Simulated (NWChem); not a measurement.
Species: ZnH2; SMILES [ZnH2]

Problem. Give the equilibrium geometry at PBE0/def2-SVP (NWChem) as an XYZ file, with the point group.

Solution. point group D*h; any orientation.
```
3

Zn     0.0000     0.0000     0.0000
H      0.0000     0.0000    -1.5501
H      0.0000     0.0000     1.5501
```
